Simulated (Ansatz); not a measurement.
Isolated molecules relaxed with PBE0-D4/def2-TZVP in Ansatz; ΔE leaves out vibrations. CCSD(T)/CBS adds triple-zeta CCSD(T) − MP2 to the extrapolated MP2 energy (def2 sets, frozen cores). One conformer a species, not always the lowest.

Reaction (substitution at a C–C bond): `C#CCOC(=O)OC` + silanol → `C#CO[SiH3]` + dimethyl carbonate

| species | CCSD(T)/def2-TZVPP energy (Eh) |
| --- | --- |
| `C#CCOC(=O)OC` | -419.11205 |
| `O[SiH3]` | -366.62321 |
| `C#CO[SiH3]` | -442.59649 |
| `COC(=O)OC` | -343.11420 |

Task: Work out ΔE.

Result: ΔE = (-442.59649) + (-343.11420) − (-419.11205) − (-366.62321) = 0.02457 Eh = +15.4 kcal/mol. CCSD(T)/CBS gives +15.9 kcal/mol.

Largest T1 diagnostic among the species: 0.014.

In def2-TZVPP, CCSD(T) changes the Hartree–Fock value by +2.8 kcal/mol (the triples alone add +0.2 kcal/mol) and MP2 by +3.7 kcal/mol.
